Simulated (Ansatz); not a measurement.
```yaml
crystal:
  periodic: [false, false, false]
  atoms:
    - {symbol: Ga, position_ang: [-0.657818, -1.638910, -0.243699]}
    - {symbol: As, position_ang: [0.539453, 0.311075, 0.903169]}
    - {symbol: As, position_ang: [-0.200634, 1.167858, -0.955988]}
basis:
  gaussian: {orbitals: aug-cc-pVDZ, final_grid: {core_spheres: 8, valence_spheres: 7, degree: 23}}
total_charge: -1
hamiltonian: {xc: {name: HF}}
correlation: {method: rpa}
scf: {lower_state_search: off}
```

```sh
$ ansatz run in.yaml --threads 4 --pin off --events-out ev --progress --plain --max-ram 3916MiB
```

It prints (some lines left out):

```
Functional definition: HF
1268 factors; integrals over basis functions are off by at most 6.3e-4 eV
mean field evaluation 1: about -173923.9934 eV, gradient 1.0e1 eV
mean field evaluation 2: about -173923.9935 eV, gradient 1.0e1 eV
mean field evaluation 4: about -173924.6903 eV, gradient 1.6e0 eV
mean field evaluation 8: about -173924.7323 eV, gradient 8.2e-4 eV
mean field -173924.73225362 eV, -6391.6160199027 hartree, gradient 3.0e-6 eV, S^2 0.000000; 0 other end points of the search recorded, 0 dependent functions left out
27 core orbitals not correlated: weight in the atoms' cores, before any rotation towards them, 1.000 or more for the frozen orbitals, at most 0.000 for the correlated occupied ones
reference -173924.73225362 eV, -6391.6160199027 hartree; 22, 22 occupied and 59, 59 virtual orbitals, 1268 factors
Total energy: -173934.45421637 eV, -6391.9732954439 hartree
Checks for a lower state left out: stability, starts, cluster_reference, orbital_swaps, neighbouring_geometries, increment
```

Run time 1.9 s (4 threads of Arm Neoverse V1 on a shared host).

Correlated methods freeze 27 core orbitals; core or outer-core shells of Ga, As are correlated, in sets that lack core-valence functions.
